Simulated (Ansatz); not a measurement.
Consider the ligand exchange at the In–F bond: `[OH][InH][F]` + HCl → `[OH][InH][Cl]` + H–F.

Isolated molecules relaxed with PBE0-D4/def2-TZVP in Ansatz; ΔE leaves out vibrations. CCSD(T)/CBS adds triple-zeta CCSD(T) − MP2 to the extrapolated MP2 energy (def2 sets, frozen cores). This one scheme is used for every species. DFT in def2-TZVPP. def2 core potentials past Kr. For In outer-core shells are correlated without core-valence functions, which leaves a few kJ/mol of doubt a bond. Each species was taken in one conformer, which may not be the lowest.

`[OH][InH][F]`:

Z-matrix (Å, degrees):
```
In
O 1 1.966
F 1 1.944 2 106.4
H 1 1.691 2 134.0 3 -180.0
H 2 0.960 1 113.7 3 180.0
```

HCl:

Z-matrix (Å, degrees):
```
Cl
H 1 1.279
```

`[OH][InH][Cl]`:

Z-matrix (Å, degrees):
```
In
O 1 1.968
Cl 1 2.333 2 109.8
H 1 1.688 2 126.8 3 -180.0
H 2 0.961 1 111.6 3 0.0
```

H–F:

Z-matrix (Å, degrees):
```
F
H 1 0.920
```

```json
{"level": "r2SCAN-D4", "ΔE (eV)": "-0.62"}
{"level": "SCS-MP2/def2-QZVPP", "ΔE (eV)": "-0.65"}
```

Q: What does CCSD(T)/CBS give? (Estimate.)

A: The calculation gave: -0.67 eV. The listed levels differ from it by 0.05, 0.02 eV.

Largest T1 diagnostic among the species: 0.017.

The D4 term adds −0.03 eV with B3LYP and −0.02 eV with PBE0; it sums over pairs of atoms, weighted by their polarisabilities, and B3LYP, whose exchange is more repulsive, gets the larger term. From PBE to PBE0 (25 % exact exchange), in def2-TZVPP and without D4, ΔE moves by −0.09 eV.

B3LYP here is the variant with VWN-RPA as its local correlation; programs differ in this.
